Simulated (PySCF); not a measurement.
Bonds (- single, = double, # triple, : aromatic): C1-S2 1.823 Å, S2-Ge3 2.218 Å, Ge3-O4 1.775 Å, O4-Ge5 1.785 Å. C1 carries H6, H7, H8; Ge3 carries H9, H10; Ge5 carries H11, H12, H13.

Geometry: PBE0-D3(BJ)/def2-SVP; GIAO shifts from PySCF 2.14, gas phase, non-relativistic, averaged over equivalent atoms.

At PBE0/cc-pVDZ (140 basis functions, 20 s wall time on 1 thread of an Arm Neoverse V1, shared host):
```
      atoms  δ (ppm)
         C1     14.7
         S2   -114.7
        Ge3     19.4
        Ge5    -74.7
         O4     18.7
     H9/H10     5.67
H11/H12/H13     5.17
   H6/H7/H8     2.03
```

Referencing at the same level of theory: $^{13}$C (σ = 196.75 ppm) and $^{1}$H (σ = 31.29 ppm) vs TMS; CS2 for $^{33}$S (σ = 548.96 ppm); GeMe4 for $^{73}$Ge (σ = 1543.14 ppm); $^{17}$O (σ = 343.34 ppm) vs H2O.

What do these become at B3LYP/pcSseg-1?

## Answers


```tsv
atoms	δ at B3LYP/pcSseg-1	change
C1	15.2	+0.5
S2	-106.8	+7.9
Ge3	20.6	+1.2
Ge5	-96.7	-22.0
O4	20.1	+1.4
H9/H10	5.58	-0.09
H11/H12/H13	5.09	-0.08
H6/H7/H8	2.15	+0.12
```

Referencing at the same level of theory: $^{13}$C (σref 179.24), $^{1}$H (σref 31.38) against TMS; $^{33}$S (σref 485.41) vs CS2; GeMe4 for $^{73}$Ge (σref 1291.94); $^{17}$O (σref 334.04) against H2O.

The largest change is at Ge5 (germanium bonded to O, 3 H). Cost: 180 basis functions, 19 s wall time on 1 thread of an x86-64 server CPU, shared host.

Relativistic effects, spin–orbit coupling among them, are left out; they matter for Ge and for the light atoms bonded to it. Experimental scales use liquid or dissolved standards, which lie at an offset from isolated H2O (liquid H2O: subtract about 36 ppm).
